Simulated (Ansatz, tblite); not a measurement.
Removing an electron: BeTe₂⁻ (the lowest doublet isomer of a short search). Charge -1, multiplicity 2. Geometry: PBE-D4/def2-TZVPD. Ansatz, gas phase; energy differences of separate SCF runs; the oxidised species is a triplet (the singlet lies 0.91 eV higher at PBE0-D4/def2-TZVPD).

```csv
atom,x (Å),y (Å),z (Å)
Be1,0.000,-0.001,0.000
Te2,0.911,-0.042,-2.023
Te3,-0.911,0.043,2.023
```

In the def2 sets Te takes a core potential; there is no spin–orbit coupling. The xTB rows come from tblite. HOMO above LUMO, or a gap near zero within one spin, warns that the state may not be the lowest or that an electron is smeared out. The structure comes from a short search, and lower isomers may exist.

(1) Estimate orbital energies and vertical ionisation energies at: GFN1-xTB; GFN2-xTB; PBE-D4/def2-TZVPD; r2SCAN-D4/def2-TZVPD; PBE0-D4/def2-TZVPD.

Results:

(1) 
| level | −HOMO (eV) | vertical IE (eV) | −LUMO (eV) | HOMO–LUMO gap (eV) | remarks |
| --- | --- | --- | --- | --- | --- |
| GFN1-xTB | – | 6.33 | – | – | – |
| GFN2-xTB | – | 3.08 | – | – | – |
| PBE-D4/def2-TZVPD | 0.76 | 3.06 | 0.73 | 0.03 | gap within one spin near zero (-1 doublet) |
| r2SCAN-D4/def2-TZVPD | 0.97 | 3.17 | 0.68 | 0.29 | – |
| PBE0-D4/def2-TZVPD | 1.68 | 3.17 | 0.23 | 1.46 | – |

  HOMO and LUMO are the levels of the spin that leaves or enters (xTB has no such levels and no spin-polarisation term). Other spin states of the ions may lie lower, which would lower the ionisation energy or raise the affinity. Raw xTB energy differences between charge states are shifted by several eV; the methods need an empirical correction for them.
